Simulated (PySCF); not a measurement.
PySCF input file for VF3, SMILES [F][V]([F])[F] (connectivity only; charge and spin as stated), neutral, multiplicity 3, PBE0-D3(BJ)/def2-SVP. The structure is a stationary point at PBE0-D3(BJ)/def2-SVP. The multiplicity is an assumed one; other spin states were not compared.

```python
import numpy as np
from pyscf import gto, scf, dft, df
from pyscf.hessian import thermo

mol = gto.M(
    atom='''
    V     0.00000000    0.00000000    0.04422765
    F     0.00000000   -0.00000002    1.76406766
    F     0.00000000    1.42772192   -0.93854692
    F     0.00000000   -1.42772191   -0.93854695
    ''',
    basis='def2-SVP',
    charge=0,
    spin=2,
    max_memory=1600,
    verbose=3,
)
mf = dft.UKS(mol, xc='pbe0').density_fit(auxbasis='def2-universal-jkfit')
mf.disp = 'd3bj'
mf.grids.level = 3
mf.conv_tol = 1e-11
mf.max_cycle = 100
mf.kernel()
fine, coarse = mf.grids, dft.Grids(mol).set(level=1).build(with_non0tab=True)
for _ in range(3):  # follow internal instabilities
    mf.grids = coarse
    mo, _, stable, _ = mf.stability(return_status=True, nroots=4)
    mf.grids = fine
    if stable:
        break
    mf.kernel(mf.make_rdm1(mo, mf.mo_occ))

# [left out here: the lines that compute and print the analytic Hessian (its translational invariance restored by hand, since the grid's response is missing), thermochemistry and intensities]
```

Output:

```

WARN: HOMO -0.248971107858404 >= LUMO -0.25726810169959

converged SCF energy = -1242.82865145873  <S^2> = 2.0091571  2S+1 = 3.0060985
<class 'pyscf.df.df_jk.DFUKS'> wavefunction is stable in the internal stability analysis

WARN: DFTD3 does not support analytical Hessian, using finite difference


WARN: Mole.unit (angstrom) is changed to Bohr

Mode                                 0                   1                   2
Irrep
Freq [cm^-1]                      105.2455            133.3879            195.2905
Reduced mass [au]                  21.9731             28.3756             20.6477
Force const [Dyne/A]                0.1434              0.2975              0.4640
Char temp [K]                     151.4249            191.9155            280.9795
Normal mode                   x     y     z       x     y     z       x     y     z
       0   V                -0.00 -0.07 -0.00    0.10 -0.00  0.00    0.00  0.00 -0.05
       1   F                 0.00  0.16 -0.00   -0.10  0.00  0.00   -0.00 -0.00 -0.06
       2   F                 0.00  0.01  0.09   -0.09  0.00  0.00   -0.00  0.11  0.10
       3   F                 0.00  0.01 -0.09   -0.09  0.00 -0.00   -0.00 -0.11  0.10
Mode                                 3                   4                   5
Irrep
Freq [cm^-1]                      696.8104            719.1369            825.8075
Reduced mass [au]                  19.0038             23.6116             25.3633
Force const [Dyne/A]                5.4365              7.1945             10.1909
Char temp [K]                    1002.5551           1034.6778           1188.1531
Normal mode                   x     y     z       x     y     z       x     y     z
       0   V                -0.00  0.00 -0.00    0.00  0.08  0.00   -0.00 -0.00  0.09
       1   F                 0.00 -0.00  0.15   -0.00  0.01 -0.00    0.00 -0.00 -0.13
       2   F                 0.00  0.10 -0.07   -0.00 -0.11  0.08    0.00  0.06 -0.05
       3   F                 0.00 -0.10 -0.07   -0.00 -0.11 -0.08    0.00 -0.06 -0.05
temperature 298.1500 [K]
pressure 101325.00 [Pa]
Rotational constants [GHz] 6.52504 5.45226 2.97030
Symmetry number 2
Zero-point energy (ZPE) 0.00610 [Eh]   16004.113 [J/mol]
                           tot       elec      trans        rot        vib
Entropy [J/mol/K]       315.826      9.134    167.133    101.025     38.534
Cv [J/mol/K]             58.202      0.000     12.472     12.472     33.258
Cp [J/mol/K]             66.516      0.000     20.786     12.472     33.258
Internal energy [J/mol]                      3718.434   3718.434  21926.910
Internal energy [Eh]   -1242.81747  -1242.82865
Enthalpy [J/mol]                             6197.391   3718.434  21926.910
Enthalpy [Eh]          -1242.81652
Gibbs free energy [J/mol]                  -43633.194 -26402.147  10438.075
Gibbs free energy [Eh] -1242.85239
mode   freq/cm-1   IR/(km/mol)
   1      105.25        37.707
   2      133.39        47.749
   3      195.29         9.844
   4      696.81         1.267
   5      719.14       253.942
   6      825.81       239.430
max |gradient| / (hartree/bohr): 0.00022246075627196658
APT charges: [ 2.1122 -0.698  -0.7071 -0.7071]
```

The run converged.
